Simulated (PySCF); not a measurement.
CH5ClFNSi, SMILES C(N)[Si@@H](Cl)F.

Geometry optimised at B3LYP-D3(BJ)/def2-SVP. The structure was generated by enumeration; whether it is a known compound was not checked. Other conformers were not sampled.

Two levels are set side by side: PBE/def2-TZVP (PySCF) and B3LYP/def2-TZVP (PySCF). Same geometry, gas phase. Differences are taken from unrounded values.

| quantity | PBE |
|---|---|
| orbital gap (eV) | 5.04 |
| highest occupied level (eV) | -5.67 |
| lowest empty level (eV) | -0.63 |
| dipole moment (D) | 1.52 |
| mean polarisability (bohr³) | 59.6 |

Task: These are the PBE values. What does B3LYP give? (An estimate is asked for; the answer gives what the named calculation found.)

Result: 
| quantity | B3LYP | PBE minus B3LYP |
|---|---|---|
| orbital gap (eV) | 6.83 | -1.79 |
| highest occupied level (eV) | -6.83 | 1.17 |
| lowest empty level (eV) | 0.00 | -0.62 |
| dipole moment (D) | 1.51 | 0.01 |
| mean polarisability (bohr³) | 57.1 | 2.4 |

Without exact exchange PBE keeps part of each electron's self-repulsion, which lifts occupied levels and narrows the gap. Loosely held outer electrons make PBE densities more polarisable. Differences between two approximate levels are no errors against the true value.

Rough cost on one machine, each run with all the roots and properties that it gave: B3LYP against PBE within a factor of 2.
